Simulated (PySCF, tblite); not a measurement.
A database entry of computed molecular properties. Lists by class give the value and the number of equivalent atoms.

```json
{
 "formula": "C6H14N2Si",
 "smiles": "C=CN([SiH3])N(C)C1CC1",
 "inchi": "InChI=1S/C6H14N2Si/c1-3-8(9)7(2)6-4-5-6/h3,6H,1,4-5H2,2,9H3",
 "charge": 0,
 "multiplicity": 1,
 "geometry_level": "GFN2-xTB",
 "atoms_angstrom": [
  ["C", 2.664, 1.089, -1.167],
  ["C", 1.511, 1.095, -0.511],
  ["N", 0.89, 0.005, 0.064],
  ["Si", 1.561, -1.6, 0.037],
  ["N", -0.365, 0.335, 0.633],
  ["C", -0.367, 0.238, 2.077],
  ["C", -1.458, -0.36, 0.026],
  ["C", -1.801, -0.001, -1.387],
  ["C", -2.693, 0.44, -0.268],
  ["H", 3.236, 0.193, -1.322],
  ["H", 3.067, 2.0, -1.569],
  ["H", 0.954, 2.013, -0.373],
  ["H", 2.872, -1.583, 0.687],
  ["H", 0.642, -2.44, 0.805],
  ["H", 1.646, -2.091, -1.34],
  ["H", -1.293, 0.678, 2.445],
  ["H", 0.477, 0.807, 2.463],
  ["H", -0.295, -0.796, 2.441],
  ["H", -1.593, -1.4, 0.328],
  ["H", -1.189, 0.745, -1.868],
  ["H", -2.139, -0.787, -2.045],
  ["H", -3.655, -0.035, -0.149],
  ["H", -2.678, 1.484, 0.002]
 ],
 "electronic_structure_code": "PySCF",
 "results": {
  "GFN2-xTB geometry": {
   "point_group": "C1",
   "rotational_constants_GHz": [1.916, 0.971, 0.897]
  },
  "PBE0/pcSseg-1 ground state and GIAO shieldings, non-relativistic": {
   "dipole_D": 1.76,
   "homo_eV": -5.88,
   "lumo_eV": 0.85,
   "shift_vs_computed_TMS_C_by_class_ppm": [
    [156.4, 1],
    [81.6, 1],
    [45.6, 1],
    [40.4, 1],
    [10.3, 2]
   ],
   "shift_vs_computed_TMS_H_by_class_ppm": [
    [6.52, 1],
    [4.56, 3],
    [3.83, 1],
    [3.77, 1],
    [2.72, 3],
    [2.06, 1],
    [0.64, 2],
    [0.49, 2]
   ],
   "shielding_other_nuclei_by_class_ppm": [
    ["N", 136.4, 1],
    ["N", 147.7, 1],
    ["Si", 427.1, 1]
   ],
   "charges_hirshfeld_e_by_atom": [-0.17, -0.01, -0.1, 0.35, -0.03, -0.08, -0.01, -0.09, -0.09, 0.03, 0.04, 0.04, -0.08, -0.07, -0.08, 0.05, 0.04, 0.03, 0.03, 0.05, 0.05, 0.05, 0.05]
  },
  "GFN2-xTB harmonic vibrations, gas phase": {
   "strongest_ir_bands_cm-1_km_per_mol_modes": [
    [788.2, 138.0, 1],
    [810.6, 397.8, 1],
    [1699.7, 185.6, 1],
    [2241.0, 384.5, 1],
    [2253.6, 332.2, 1],
    [2269.4, 162.3, 1]
   ],
   "zpe_kcal_per_mol": 116.5
  }
 }
}
```

With B = h/(8π²I), that is 505.379 GHz u Å² over I, the principal moments of inertia are 263.8, 520.4 and 563.3 u Å² (most abundant isotopes). The rotational constants make it an asymmetric top with κ = (2B − A − C)/(A − C) = -0.85, nearer the prolate limit (−1). The dipole equals about 5.9 × 10⁻³⁰ C·m (1 D = 3.33564 × 10⁻³⁰ C·m).

 NMR classes are plain means over equivalent atoms (diastereotopic ones count apart unless rotation or inversion swaps them), as if these changed places fast; in this geometry the members of some classes differ.

The values belong to the conformer `[CH2:1]=[CH:2][N:3]([SiH3:4])[N:5]([CH3:6])[CH:7]1[CH2:8][CH2:9]1`: C1–C2–N3–Si4 1°, C2–N3–N5–C6 -112°, N3–N5–C7–C8 -68°.
